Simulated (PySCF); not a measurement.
C₆H₁₀ClO (doublet state).
Geometry (GFN2-xTB, Å), atoms numbered from 1 in this order:
```
atom  x, y, z in Å
C1    -1.4920    0.6133    0.7019
C2    -0.4448   -0.1340   -0.1255
C3    -1.0468   -1.1573   -1.0052
Cl4   -2.5528   -0.9089   -1.7403
C5     0.6367   -0.7625    0.7916
C6     1.9019    0.0681    0.5169
O7     1.4614    1.2679   -0.0781
C8     0.4080    0.9117   -0.9283
H9    -1.0014    1.3707    1.3082
H10   -2.2169    1.1007    0.0548
H11   -2.0204   -0.0787    1.3539
H12   -0.4349   -1.9093   -1.4741
H13    0.7975   -1.8139    0.5618
H14    0.3343   -0.6802    1.8336
H15    2.5693   -0.4692   -0.1734
H16    2.4560    0.3286    1.4188
H17    0.7902    0.4490   -1.8507
H18   -0.1542    1.8104   -1.1775
```

The hyperfine couplings belong to this conformer and change with its torsions.

Identity: `C[C@]1([CH]Cl)CCOC1` [radical].

Theory: UKS B3LYP, pcH-1 on C Cl H O, non-relativistic, mean-field spin-orbit, GIAO (PySCF 2.14.0). Isolated species at its GFN2-xTB geometry (one conformer only). A GFN2-xTB geometry isn't a minimum of the functional, and hyperfine couplings can be far from their values at a DFT geometry. No stability test was run, so a lower SCF solution isn't excluded.

Q: Give the principal g shifts and their parts.

A: 
```json
{"Δg (ppt)": "relativistic mass correction", "1": "-0.19", "2": "-0.19", "3": "-0.19"}
{"Δg (ppt)": "gauge correction", "1": "0.00", "2": "0.04", "3": "0.04"}
{"Δg (ppt)": "orbital Zeeman/spin–orbit", "1": "-0.45", "2": "5.05", "3": "6.95"}
{"Δg (ppt)": "total", "1": "-0.64", "2": "4.90", "3": "6.80"}
```

So g = 2.00168, 2.00722, 2.00912 and g_iso = 2.00601; the tensor is rhombic: the two nearest values differ by 25 % of g3 − g1. Axes: g2 points within 12° of the C3–Cl4 bond.

Q: How much does each term add to the isotropic shift?

A: The orbital-Zeeman/spin–orbit term 3.85, the mass correction -0.19 and the gauge correction 0.03 ppt, for a total of 3.69 ppt. The orbital-Zeeman/spin–orbit term is the largest in size. The mass correction is the same along every axis, so the anisotropy comes from the other two: their spans along these axes are 0.03 (gauge) and 7.40 ppt (orbital Zeeman/spin–orbit).

Q: At 9.499 GHz, how far is the centre of the isotropic spectrum from where a free electron (g = 2.002319) resonates?

A: B = hν/(g μB) with μB/h = 13.99624 MHz/mT gives 338.95 mT for the free electron and 338.32 mT at g_iso, 0.62 mT lower.

Q: What are the electron Larmor frequencies g μB B/h along the three axes at 330 mT?

A: 9.2453, 9.2709, 9.2796 GHz for g1, g2 and g3, a range of 34.3 MHz.

Q: In a frozen sample, at which fields do the three g values resonate at 9.5, 34, 94 and 263 GHz (hyperfine left aside), and which band first spreads them over more than twice a line width of 0.5 mT?

A: 
```csv
band,GHz,B(g3) mT,B(g2) mT,B(g1) mT,spread mT
X,9.5,337.84,338.16,339.09,1.25
Q,34.0,1209.10,1210.24,1213.59,4.49
W,94.0,3342.80,3345.96,3355.22,12.42
J,263.0,9352.73,9361.56,9387.48,34.74
```

The spread grows in proportion to the frequency. X band is the first where it exceeds 1.0 mT.

The Mulliken spin populations are largest on C3 (+0.93), Cl4 (+0.09) and C2 (-0.07). No atom but C3 exceeds +0.15. The angles at C3 add up to 356.8°, so it is nearly planar; its axial dipolar tensor and the negative coupling of its proton fit spin in a p orbital normal to that plane.

The HOMO–LUMO gaps are 6.38 eV among the α and 5.34 eV among the β orbitals.

The run took 2.0 min of wall time (with the writing of density and orbital grids) on an Arm Neoverse V2 with one thread, no GPU, shared host with 96 logical CPUs at a one-minute load of 53, and the process peaked at 0.97 GiB of memory.
